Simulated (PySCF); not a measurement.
# Xe (xenon, neutral) across methods

[Kr] 4d10 5s2 5p5 6s1, high-spin 3P determinant (an excited configuration). All numbers are calculated (PySCF 2.14, a scalar-relativistic core potential, in aug-cc-pVDZ-PP with ECP28MDF).

| method | E (hartree) | mean ε 5p α (eV) | mean ε 5p β (eV) | mean ε 6s α (eV) | Σ⟨r²⟩ (bohr²) | ⟨S²⟩ |
| --- | --- | --- | --- | --- | --- | --- |
| HSE06 | -329.0401 | -12.659 | -11.709 | -1.773 | 74.89 | 2.002 |
| BLYP | -328.9765 | -11.414 | -10.637 | -1.455 | 74.79 | 2.001 |
| M06-2X | -328.9589 | -14.338 | -13.408 | -2.703 | 75.28 | 2.004 |
| PBE0 | -329.0416 | -13.092 | -12.128 | -2.087 | 74.84 | 2.002 |
| UHF | -327.97341 | -16.295 | -15.044 | -2.978 | 75.82 | 2.006 |
| r2SCAN | -329.1448 | -12.183 | -11.227 | -1.716 | 74.99 | 2.003 |
| r2SCANh | -329.1362 | -12.677 | -11.700 | -1.894 | 74.98 | 2.003 |
| PBE | -329.0129 | -11.686 | -10.793 | -1.637 | 74.74 | 2.001 |

Estimate the same row for LDA.

E (hartree) = -328.5817; mean ε 5p α (eV) = -11.799; mean ε 5p β (eV) = -10.956; mean ε 6s α (eV) = -1.768; Σ⟨r²⟩ (bohr²) = 74.60; ⟨S²⟩ = 2.000.

Energies and moments cover only the electrons outside the core potential. The outer electron is Rydberg-like, and this basis confines it to a smaller radius and binds it less than a complete one would.
